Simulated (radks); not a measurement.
Isoelectronic series with 18 electrons, all held in the configuration [Ar], which need not be the ground one along the series. Calculated with a radial shooting solver on a logarithmic mesh with Libxc functionals: Dirac Kohn-Sham, PBE, spin-unpolarised, spherical densities, finite nucleus; Fermi nuclear charge, rms radius of each element as measured or else 0.836 A^(1/3) + 0.57 fm. Total energies (hartree) and orbital eigenvalues (Ry):

ion    E (hartree)      3p3/2      3p1/2      3s1/2      2p3/2
Ar      -529.23139   -0.75048   -0.76338   -1.78491  -16.83822
K+      -601.93056   -1.82222   -1.84196   -3.04642  -20.96623
Ca2+    -679.66232   -3.15501   -3.18364   -4.57381  -25.64359
Sc3+    -762.42464   -4.73445   -4.77436   -6.35181  -30.85234
Ti4+    -850.22146   -6.55312   -6.60706   -8.37288  -36.58300
V5+     -943.06029   -8.60658   -8.67772  -10.63281  -42.82980
Cr6+   -1040.95095  -10.89200  -10.98392  -13.12910  -49.58902
Mn7+   -1143.90522  -13.40747  -13.52418  -15.86023  -56.85810
Fe8+   -1251.93646  -16.15164  -16.29766  -18.82536  -64.63526
Co9+   -1365.05921  -19.12358  -19.30392  -22.02407  -72.91925
Ni10+  -1483.28950  -22.32263  -22.54283  -25.45626  -81.70916
Cu11+  -1606.64368  -25.74830  -26.01450  -29.12203  -91.00437
Zn12+  -1735.14029  -29.40028  -29.71920  -33.02172  -100.8044
Ga13+  -1868.79801  -33.27837  -33.65735  -37.15578  -111.1091
Ge14+  -2007.63686  -37.38242  -37.82949  -41.52478  -121.9182
As15+  -2151.67828  -41.71241  -42.23628  -46.12942  -133.2316
Se16+  -2300.94380  -46.26832  -46.87844  -50.97048  -145.0495
Br17+  -2455.45676  -51.05023  -51.75681  -56.04882  -157.3718
Kr18+  -2615.24100  -56.05822  -56.87229  -61.36540  -170.1988
Rb19+  -2780.32171  -61.29243  -62.22584  -66.92122  -183.5307
Sr20+  -2950.72484  -66.75302  -67.81852  -72.71739  -197.3676
Zr22+  -3307.60810  -78.35414  -79.72575  -85.03545  -226.5580
